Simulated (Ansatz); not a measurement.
## Energy profile

The step: SiNH₅ ([NH2][SiH3]) + NH₃ + HF → SiH₃F ([F][SiH3]) + NH₃ + NH₃ (still joined by a long Si–N bond); bonds formed: Si1–F7, N2–H8, H6–N9; bonds broken: H6–F7, H8–N9; bonds weakened to dative contacts: Si1–N2 (atoms numbered as in the saddle structure below).

Si1  (-0.929, 0.873, -0.679)
N2  (-0.499, -0.893, -0.690)
H3  (-0.853, 1.717, -1.902)
H4  (-0.915, 1.497, 0.686)
H5  (-2.434, 0.590, -0.707)
H6  (1.347, 0.359, 0.620)
F7  (0.962, 1.099, -0.601)
H8  (0.407, -0.938, 0.650)
N9  (1.187, -0.478, 1.284)
H10  (-1.306, -1.481, -0.851)
H11  (0.200, -1.106, -1.393)
H12  (2.007, -1.060, 1.402)
H13  (0.827, -0.177, 2.181)
(Å)

Electronic energies by CCSD(T) at an estimated basis limit (MP2 extrapolated from triple and quadruple zeta, plus CCSD(T) − MP2 in triple zeta), on PBE0-D4/def2-TZVP structures; SiN₂H₉F, singlet; no counterpoise correction. Program: Ansatz 0.2.0. Basis: def2-TZVPP and def2-QZVPP. Cores are frozen in the correlated methods. Extrapolation: Hartree–Fock as exp(−7.88 √X), correlation as X^−2.97.

**Question.** Give the profile in kJ/mol, counted from the separated reactants. (Judge from chemistry; the value comes from the calculation.)

**Answer.** The calculation gives:
```
                                                                                                                                    point  kJ/mol
separated: SiNH₅ (linked as [NH2][SiH3]; Si1, N2, H3, H4, H5, H10, H11; singlet) + HF (H6, F7; singlet) + NH₃ (H8, N9, H12, H13; singlet)     0.0
                                                                                                                          start structure   -77.7
                                                                                                                                   saddle   -22.5
                                                                                                                            end structure   -83.0
 separated: SiH₃F (linked as [F][SiH3]; Si1, H3, H4, H5, F7; singlet) + NH₃ (N2, H8, H10, H11; singlet) + NH₃ (H6, N9, H12, H13; singlet)   -84.9
```
The saddle lies below the separated reactants: the barrier is submerged.

The T1 diagnostic stays at or below 0.011.

Steps of this kind, hydrogen fluoride cutting a network bond, underlie vapour etching and the fluorination step of atomic layer etching.

For scale, one of the runs: CCSD(T)/def2-TZVPP, 261 basis functions, launched by `ansatz run in.yaml --threads 8 --pin off --events-out ev --progress --plain --max-ram 19148MiB`. Hardware: 8 CPU threads of an Arm Neoverse V2, shared host. Wall time 96 s; peak host memory 6.4 GiB.
